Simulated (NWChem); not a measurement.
# Basis-set convergence for H2OSi

```xyz
4

Si     0.4016     0.5130     0.0000
H      1.6190    -0.4836     0.0000
O     -0.8343    -0.6400     0.0000
H     -0.5665    -1.5780     0.0000
```
Charge 0, spin multiplicity 1.

Program: NWChem. Structure: optimised with PBE/def2-SVP, a minimum by its harmonic frequencies. It is one conformer; others weren't searched.

Quantity: vertical ionisation energy at the level ΔMP2 (Δ: difference of total energies, the cation a doublet at the parent's geometry with its hole in an orbital of symmetry a' (Cs labels); it is the state that the SCF runs reached, from PBE0 orbitals for Hartree-Fock references, and need not be the lowest).

The correlated methods keep 6 core orbitals frozen. The Pople sets run with spherical d functions. The structure started from a generated list of species. The stability of the SCF solutions was not checked. Open-shell Hartree-Fock references start from PBE0 orbitals; any time given for them includes that run.

The cost column gives rough processor time relative to 3-21G; each entry includes its own SCF.

| basis | functions | vertical ionisation energy (eV) | relative cost |
|---|---|---|---|
| 3-21G | 26 | 8.54 | 1 |
| 6-31G* | 36 | 8.79 | under 3 |
| cc-pVDZ | 42 | 8.93 | 4 |
| pcseg-1 | 42 | 8.93 | under 3 |
| 6-31+G* | 44 | 8.92 | under 3 |
| aug-cc-pVDZ | 68 | 9.08 | 6 |
| aug-pcseg-1 | 68 | 9.01 | 4 |
| pcseg-2 | 92 | … | 7 |
| def2-TZVPD | 101 | … | 9 |
| aug-cc-pVTZ | 142 | … | 40 |

Complete the blanks.


- pcseg-2, vertical ionisation energy (eV): 9.12
- def2-TZVPD, vertical ionisation energy (eV): 9.16
- aug-cc-pVTZ, vertical ionisation energy (eV): 9.22
